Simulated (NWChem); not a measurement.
C₂H₈Si; SMILES C[SiH2]C

Results from NWChem. The geometry was optimised at PBE0/def2-SVP. Level: PBE0/def2-SVP with SMD (1 M gas to 1 M solution), gas-phase geometry. Reactions with the solvent are ignored.

For solvent water:

* **solvation free energy (kcal/mol)**: 2.6
* **cavity-dispersion-structure term (kcal/mol)**: 3.9
* **dipole in solution (D)**: 1.10

Problem. What are these values for solvent n-hexane?

Solution. 
* **solvation free energy (kcal/mol)**: -1.1
* **cavity-dispersion-structure term (kcal/mol)**: -0.5
* **dipole in solution (D)**: 0.92
